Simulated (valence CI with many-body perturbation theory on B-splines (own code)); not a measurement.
**Run record, Te XLVIII**

Calculated by configuration interaction combined with many-body perturbation theory (CI+MBPT): three valence electrons over a frozen Dirac-Fock core [He], a basis of 6 s, 6 p, 5 d, 3 f, 1 g functions for each j, with the one-electron correlation potential Σ1 (screened to all orders), the two-electron term Σ2, the three-electron term Σ3, Breit, model QED; selected single and double excitations, second order for the rest, scaled by the run's own slope (own B-spline code, finite nucleus).

Command, and the settings that its task file holds:

```sh
python run_cv.py task.json out
```

```
atom Te  Z=52  mass_number=130  rms_radius_fm=4.7423
core [He]
valence 2s2 2p1
avg = 1
basis = S
breit = 1
cap = 10000
capref = 1200
cscale = 1
de = 0.0
dress = 0
eps = 2e-08
extrap = 1
h = 0.27
hh = 1
l2 = 3
lcore = 6
maxit = 60
n2 = 5
natural = 1
nlev = 20
nno = [3, 3, 3, 2, 1]
nroot = 26
ns = 1
nsp = [3, 3, 2, 1, 0]
pt2 = 1
qed = 1
rpa = 1
s1 = 0.9
s2 = 1
s3 = 1
screen = 1
tol = 2e-05
whole = 1
```

It took 6.3 s on 1 thread of Arm Neoverse V1, with other jobs on the host.

Log. The first blocks belong to the next ion, which gives the ionisation energy. Fields: 2J, parity (1 odd), roots, reference size, generating configurations, candidates as configurations/state functions, variational space P, stored matrix elements, Davidson steps; e2 is the range of second-order energies in hartree. The first line gives the box (bohr), its intervals, the orbitals and the steps of their self-consistent field. Window is the range of levels sought, series limit the energy at which the first omitted orbital would enter, core excitation an estimate of the first excitation out of the core, left out the lowest levels not solved, and shifts from estimates the range by which levels moved from their first estimate, all in cm⁻¹.

```
rmax 1.2 intervals 54 orbitals 36 references ['2s2 2p', '2s 2p2', '2p3'] scf 2 t 0.3
2J=0 par=0 roots 2 ref 15 generators 3 cand 92/92 P 107/107 nnz 0 it 0
   second order: generators 4 cand 0/0 e2 -0.00000 -0.00000
2J=0 par=1 roots 2 ref 11 generators 3 cand 73/73 P 84/84 nnz 0 it 0
   second order: generators 7 cand 0/0 e2 -0.00000 -0.00000
2J=2 par=1 roots 2 ref 28 generators 2 cand 188/188 P 214/214 nnz 0 it 0
2J=2 par=1 roots 2 ref 28 generators 2 cand 2/2 P 216/216 nnz 0 it 0
   second order: generators 5 cand 0/0 e2 -0.00000 -0.00000
reference levels 291, estimated 257, window 39606741 1/cm; series limit 51852741, core excitation 223928515
2J=1 par=1 roots 8 ref 32 generators 10 cand 217/300 P 1811/2629 nnz 8.4e+05 it 3
2J=1 par=1 roots 8 ref 32 generators 13 cand 267/402 P 1825/2652 nnz 8.6e+05 it 4
   second order: generators 15 cand 274/412 e2 -0.00000 -0.00000
2J=1 par=0 roots 9 ref 34 generators 12 cand 251/344 P 1821/2668 nnz 8.7e+05 it 4
2J=1 par=0 roots 9 ref 34 generators 14 cand 237/330 P 1841/2698 nnz 8.9e+05 it 3
   second order: generators 18 cand 282/383 e2 -0.00000 -0.00000
2J=3 par=1 roots 10 ref 47 generators 14 cand 770/1558 P 1857/3768 nnz 1.8e+06 it 4
2J=3 par=1 roots 10 ref 47 generators 16 cand 413/776 P 1895/3852 nnz 1.9e+06 it 4
   second order: generators 17 cand 375/692 e2 -0.00000 -0.00000
2J=3 par=0 roots 8 ref 45 generators 10 cand 664/1266 P 1766/3576 nnz 1.6e+06 it 4
2J=3 par=0 roots 8 ref 45 generators 13 cand 480/942 P 1808/3655 nnz 1.7e+06 it 3
   second order: generators 15 cand 598/1278 e2 -0.00000 -0.00000
2J=5 par=0 roots 5 ref 39 generators 10 cand 1027/2279 P 1590/3428 nnz 1.5e+06 it 4
2J=5 par=0 roots 5 ref 39 generators 13 cand 629/1387 P 1668/3585 nnz 1.7e+06 it 3
   second order: generators 14 cand 719/1745 e2 -0.00000 -0.00000
2J=5 par=1 roots 5 ref 36 generators 7 cand 905/2086 P 1631/3549 nnz 1.7e+06 it 4
2J=5 par=1 roots 5 ref 36 generators 9 cand 573/1264 P 1717/3771 nnz 1.9e+06 it 3
   second order: generators 11 cand 664/1549 e2 -0.00000 -0.00000
2J=7 par=1 roots 2 ref 21 generators 4 cand 620/1473 P 1421/3242 nnz 1.5e+06 it 3
2J=7 par=1 roots 2 ref 21 generators 5 cand 330/751 P 1487/3384 nnz 1.6e+06 it 3
   second order: generators 5 cand 264/609 e2 -0.00000 -0.00000
2J=7 par=0 roots 1 ref 19 generators 2 cand 539/1209 P 1299/2988 nnz 1.3e+06 it 4
2J=7 par=0 roots 1 ref 19 generators 3 cand 341/739 P 1338/3075 nnz 1.4e+06 it 3
   second order: generators 4 cand 391/862 e2 -0.00000 -0.00000
2J=9 par=1 roots 1 ref 7 generators 1 cand 218/481 P 945/2131 nnz 0 it 4
2J=9 par=1 roots 1 ref 7 generators 1 cand 139/282 P 983/2199 nnz 0 it 4
   second order: generators 1 cand 101/214 e2 -0.00000 -0.00000
left out: unestimated 59038012, estimated 41986878, shifts from estimates -0 to 11
operators 0.1
```

The Davidson iterations converged.

No measured spectrum was set against this ion. As an estimate, large intervals hold to a few tenths of a per cent, small ones and those within an open d or f shell to about a per cent.

| Property | Result |
| --- | --- |
| Valence energy | -968.9503 hartree |
| Ionisation energy | 8494.3 eV (NIST: 8499 ± 4 eV (theoretical)) |
| Reference configurations for the orbitals | 2s2 2p, 2s 2p2, 2p3 |
| Radial orbitals | 36 |
| Box radius | 1.216 bohr |
| Largest variational space | 3852 |
| Lowest levels | (2s^2 2p1/2) J=1/2 0.00, (2s 2p1/2^2) J=1/2 1244.1, (2s^2 2p3/2) J=3/2 2448.9, (2s 2p1/2 2p3/2) J=3/2 [a] 3318.1, (2s 2p1/2 2p3/2) J=5/2 3564.0, (2s 2p1/2 2p3/2) J=3/2 [b] 3951.3, (2s 2p1/2 2p3/2) J=1/2 3958.1, (2p1/2^2 2p3/2) J=3/2 5290.9, (2s 2p3/2^2) J=5/2 5914.0, (2s 2p3/2^2) J=1/2 6482.6, (2s 2p3/2^2) J=3/2 6491.3, (2p1/2 2p3/2^2) J=3/2 7497.3, (2p1/2 2p3/2^2) J=5/2 7651.5, (2p1/2 2p3/2^2) J=1/2 7947.6 × 10³ cm⁻¹ |

Levels are named by their leading jj configuration (3d3/2^4 stands for four electrons in 3d with j = 3/2), which in mixed levels can hold well under half, so a name can repeat and another be missing. Letters in brackets count levels of one name in rising energy.
